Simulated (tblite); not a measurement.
CH3ClNO4S2 (charge -1).
Geometry (GFN2-xTB, Å), atoms numbered from 1 in this order:
```xyz
12
CH3ClNO4S2 angstrom
C     -1.6709   -0.1317   -0.2575
S     -0.3234    1.0681   -0.0405
O     -0.7326    2.2712   -0.7248
O     -0.0772    1.1867    1.3770
N      0.9319    0.3984   -0.7618
S      1.5928   -0.5492    0.2990
O      2.6412   -0.0159    1.1095
O      0.7190   -1.5280    0.8821
Cl     2.6320   -1.6616   -1.0283
H     -2.5494    0.2568    0.2407
H     -1.8348   -0.2452   -1.3206
H     -1.3274   -1.0503    0.1992
```

All values are computed: GFN2-xTB (tblite) harmonic vibrations without scaling, gas phase. This tight-binding method is rough: wavenumbers can miss measured ones by several per cent, in bad cases by 10 to 20. One conformer, not necessarily the lowest.

Harmonic wavenumbers (cm⁻¹): 68.9, 97.1, 151.0, 162.6, 189.5, 226.8, 280.6, 304.9, 323.2, 355.8, 403.9, 455.8, 489.1, 508.4, 571.3, 695.6, 827.1, 845.0, 884.3, 985.8, 1097.4, 1147.3, 1231.1, 1238.9, 1261.4, 1430.9, 1436.0, 3054.2, 3076.7, 3084.4.

A = 2241, B = 761.4, C = 735.8 MHz; mass 191.919 u (most abundant isotopes); point group C1, symmetry number 1.

Question: What is the zero-point energy?

Answer: ½Σν̃ = 13442 cm⁻¹ = 38.43 kcal/mol.

Question: What is S at 200 K and 1 bar for an ideal gas of classical rigid rotors and harmonic oscillators?

Answer: Translation 39.70, rotation 28.74, vibration 17.23: S = 85.7 cal/(mol K).

Question: And Cp and H(200 K) − H(0)?

Answer: Cp = 28.98 cal/(mol K), of which vibrations give 21.03 (their classical limit is 30 R = 59.6); H(200 K) − H(0) = 3.62 kcal/mol without the zero-point energy, 2.03 from vibrations.

Question: Blend soft modes into free rotors: weight 1/[1 + (100 cm⁻¹/ν̃)⁴] for the oscillator and the rest for a rotor with moment μB/(μ + B), μ = h/(8π²ν), B = 10⁻⁴⁴ kg m². What vibrational entropy results?

Answer: 16.74 cal/(mol K) in place of 17.23, which changes −T·S at 200 K by +0.10 kcal/mol.

Question: Which modes carry the vibrational entropy at 200 K?

Answer: 68.9 cm⁻¹: 3.40; 97.1 cm⁻¹: 2.74; 151.0 cm⁻¹: 1.92; 162.6 cm⁻¹: 1.79; 189.5 cm⁻¹: 1.52; 226.8 cm⁻¹: 1.22 cal/(mol K); the other 24 give 4.64 together.

Question: What must be added to the electronic energy to get the Gibbs energy at 200 K and 1 bar?

Answer: ZPE + [H(200 K) − H(0)] − T·S = 38.43 + 3.62 − 17.13 = 24.92 kcal/mol.

Question: How do the functions run with temperature in this model?

Answer: 
```tsv
T (K)	S (cal/(mol K))	Cp (cal/(mol K))	H − H(0) (kcal/mol)	G − H(0) (kcal/mol)	ln q(vib)
100	69.4	18.4	1.22	-5.72	1.13
300	98.9	36.6	6.92	-22.76	6.11
500	120.3	47.0	15.37	-44.77	10.95
800	144.3	55.0	30.81	-84.65	17.26
1000	157.0	58.0	42.13	-114.82	20.90
```

q(vib) and H(0) count from the zero-point level.

Hindered rotation and anharmonicity are outside this model. Other conformers, if any are populated, would add a mixing term that is left out. The structure is chiral; the term R ln 2 for an equal mix with its mirror image is left out.

Time: 0.34 s. Hardware: AMD EPYC 9R45, one thread, shared host with 96 logical CPUs at a one-minute load of 34. The figure is for the frequency step alone.
